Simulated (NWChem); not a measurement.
Molecule: GeNH$_{2}$Br, singlet; SMILES [NH2][Ge][Br]

```xyz
5

Ge     0.4237     1.0083     0.0000
Br    -0.0201    -1.3258     0.0000
N     -1.3099     1.5318     0.0000
H     -2.1087     0.9033     0.0000
H     -1.5756     2.5123     0.0000
```
Atoms are numbered in this order, from 1.

Program: NWChem. Low-valent species are run as closed-shell singlets; no triplet was tried in these runs. The geometry was optimised at PBE0/def2-SVP. Vertical excitations in the gas phase.

**Question.** What does the run give for PBE/def2-SVPD, full TDDFT? Quantities: lowest excitation, singlet (eV); oscillator strength of that lowest state; lowest state with f > 0.02, singlet (eV); orbital gap (eV).

**Answer.** The lowest excitation, singlet (eV) is 3.96. The oscillator strength of that lowest state is 0.007 and the lowest state with f > 0.02, singlet (eV) is 4.51. The orbital gap (eV) is 3.63.
